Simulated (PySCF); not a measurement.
InO, SMILES [In]=[O], multiplicity 2. The structure is a stationary point at PBE-D3(BJ)/def2-TZVP. The def2 effective core potentials stand for the cores of In; spin–orbit coupling is left out.

Computed equilibrium geometry at PBE-D3(BJ)/def2-TZVP (PySCF confirms it by a frequency run) as a Z-matrix, and its point group:
point group C∞v.
```
In
O 1 1.9209
```
Charge 0, spin multiplicity 2.
